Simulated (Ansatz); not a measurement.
Consider the substitution at a C–S bond: `CS[Si]S` + H₂Se → `C[SeH]` + `S[Si]S`.

Gas-phase electronic energies from Ansatz, PBE0-D4/def2-TZVP geometries. CCSD(T)/CBS adds triple-zeta CCSD(T) − MP2 to the extrapolated MP2 energy (def2 sets, frozen cores). This one scheme is used for every species. DFT in def2-TZVPP. B3LYP here is the variant with VWN-RPA as its local correlation; programs differ in this. For Se outer-core shells are correlated without core-valence functions, which leaves a few kJ/mol of doubt a bond. Scalar relativity is left out up to krypton. Each species was taken in one conformer, which may not be the lowest.

`CS[Si]S`:

Z-matrix (Å, degrees):
```
C
S 1 1.815
H 1 1.089 2 109.0
H 1 1.089 2 109.0 3 119.5
H 1 1.091 2 110.6 3 -120.3
Si 2 2.120 1 101.3 3 120.2
S 6 2.149 2 98.5 1 180.0
H 7 1.346 6 100.5 2 0.0
```

H₂Se:

Z-matrix (Å, degrees):
```
Se
H 1 1.467
H 1 1.467 2 91.2
```

`C[SeH]`:

```xyz
6

C    -0.431    0.003    0.335
Se    1.334   -0.561   -0.268
H    -0.441    1.071    0.544
H    -0.622   -0.546    1.256
H    -1.188   -0.256   -0.401
H     1.347    0.288   -1.466
```

`S[Si]S`:

Z-matrix (Å, degrees):
```
S
Si 1 2.140
H 1 1.344 2 94.8
S 2 2.145 1 98.2 3 -180.0
H 4 1.346 2 101.2 1 0.0
```

| level | ΔE (kJ/mol) | difference from CCSD(T)/CBS |
| --- | --- | --- |
| PBE-D4 | 1.0 | 2.9 |
| r2SCAN-D4 | 0.1 | 2.0 |
| PBE0-D4 | 0.0 | 1.9 |
| B3LYP-D4 | -1.5 | 0.4 |
| ωB97X-V | -2.3 | -0.4 |
| r2SCAN | -0.6 | 1.3 |
| PBE0 | -1.9 | 0.0 |
| B3LYP | -4.8 | -2.9 |
| HF/def2-TZVPP | -8.2 | -6.3 |
| MP2/def2-TZVPP | -4.0 | -2.1 |
| CCSD/def2-TZVPP | -6.6 | -4.7 |
| CCSD(T)/def2-TZVPP | -4.8 | -2.9 |
| MP2/def2-QZVPP | -2.3 | -0.4 |
| SCS-MP2/def2-QZVPP | -4.1 | -2.2 |
| HF/CBS(def2) | -8.1 | -6.2 |
| MP2/CBS(def2) | -1.1 | 0.8 |
| CCSD(T)/CBS | -1.9 | 0 |

Largest T1 diagnostic among the species: 0.015.

The D4 term adds +3.2 kJ/mol with B3LYP and +1.9 kJ/mol with PBE0; it sums over pairs of atoms, weighted by their polarisabilities, and B3LYP, whose exchange is more repulsive, gets the larger term. In def2-TZVPP, CCSD(T) changes the Hartree–Fock value by +3.4 kJ/mol (the triples alone add +1.7 kJ/mol) and MP2 by +4.2 kJ/mol.
